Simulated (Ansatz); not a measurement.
Relaxation of Cl$_{2}$GaH$_{5}$OSi (10 atoms, charge 0, multiplicity 1), to a largest force component of 0.03 eV/Å in at most 50 steps.

The calculation used RKS PBE/def2-SVP in Ansatz 0.2.0.

```xyz
10
Properties=species:S:1:pos:R:3:forces:R:3
Ga 0.051 0.535 0.070 -0.07 -0.52 0.56
Cl -0.324 0.318 2.251 0.08 0.06 -0.48
H 1.476 0.848 -0.471 0.00 0.00 0.00
Cl -1.741 0.509 -1.128 0.00 0.01 0.00
O 0.141 -2.406 0.497 -0.11 0.62 0.40
Si -0.966 -3.510 -0.171 0.00 0.01 0.00
H -0.523 -4.924 0.088 0.00 0.00 0.02
H -2.340 -3.315 0.407 -0.01 0.01 0.00
H -0.970 -3.258 -1.647 0.00 0.00 -0.01
H -0.051 -2.099 1.420 0.10 -0.18 -0.48
```

Where does it end, and by what steps?

The run converged. After 10 steps the energy has fallen by 0.486 eV; Cl4 moved furthest, 0.54 Å. Joined: Ga1–O5.

```json
{"step": "0", "energy less start (eV)": "0.0000", "largest force component (eV/Å)": "0.619", "accepted": "yes"}
{"step": "1", "energy less start (eV)": "-0.1937", "largest force component (eV/Å)": "0.599", "accepted": "yes"}
{"step": "2", "energy less start (eV)": "-0.3578", "largest force component (eV/Å)": "0.528", "accepted": "yes"}
{"step": "3", "energy less start (eV)": "-0.3913", "largest force component (eV/Å)": "1.004", "accepted": "yes"}
{"step": "4", "energy less start (eV)": "-0.4629", "largest force component (eV/Å)": "0.319", "accepted": "yes"}
{"step": "5", "energy less start (eV)": "-0.4599", "largest force component (eV/Å)": "0.216", "accepted": "no"}
{"step": "6", "energy less start (eV)": "-0.4760", "largest force component (eV/Å)": "0.077", "accepted": "yes"}
{"step": "7", "energy less start (eV)": "-0.4814", "largest force component (eV/Å)": "0.088", "accepted": "yes"}
{"step": "8", "energy less start (eV)": "-0.4838", "largest force component (eV/Å)": "0.087", "accepted": "yes"}
{"step": "9", "energy less start (eV)": "-0.4854", "largest force component (eV/Å)": "0.050", "accepted": "yes"}
{"step": "10", "energy less start (eV)": "-0.4860", "largest force component (eV/Å)": "0.026", "accepted": "yes"}
```

```xyz
10
Properties=species:S:1:pos:R:3
Ga 0.001 0.009 0.148
Cl -0.160 0.366 2.322
H 1.321 0.373 -0.603
Cl -1.924 0.054 -0.909
O 0.031 -2.062 0.525
Si -0.959 -3.259 -0.268
H -0.431 -4.586 0.197
H -2.396 -3.105 0.121
H -0.712 -3.050 -1.725
H -0.017 -2.041 1.509
```

Time of the run: 19 s on 4 threads of Arm Neoverse V1, on a shared host, peak memory 0.2 GiB.
